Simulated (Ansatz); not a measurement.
Relaxation of BF₃H₂O (7 atoms, charge 0, multiplicity 1), to a largest force component of 0.03 eV/Å in at most 50 steps.

Theory: RKS revPBE-D4/def2-SVP in Ansatz.

```xyz
7
Properties=species:S:1:pos:R:3
B -0.057 -0.250 0.120
O -0.043 -0.423 1.499
H -0.954 -0.505 1.835
F 1.108 -0.194 -0.525
F -1.202 -0.254 -0.574
F 0.009 2.200 0.712
H 0.353 1.748 1.452
```

Q: Where does it end, and by what steps?

A: The forces met the threshold. After 7 steps the energy has fallen by 0.026 eV; H7 moved furthest, 0.18 Å.

```
step  energy less start (eV)  largest force component (eV/Å)  accepted
   0                  0.0000                           0.570       yes
   1                 -0.0149                           0.270       yes
   2                 -0.0153                           0.509       yes
   3                 -0.0229                           0.161       yes
   4                 -0.0211                           0.288        no
   5                 -0.0252                           0.087       yes
   6                 -0.0254                           0.039       yes
   7                 -0.0255                           0.020       yes
```

```xyz
7
Properties=species:S:1:pos:R:3
B -0.056 -0.272 0.092
O -0.035 -0.300 1.471
H -0.936 -0.402 1.829
F 1.099 -0.204 -0.563
F -1.203 -0.380 -0.588
F 0.070 2.289 0.838
H 0.275 1.592 1.439
```

Whether the end is a true minimum wasn't checked by a vibrational analysis.

The run took 27 s on 1 thread of Arm Neoverse N1, with other jobs on the host, peak memory 0.14 GiB.
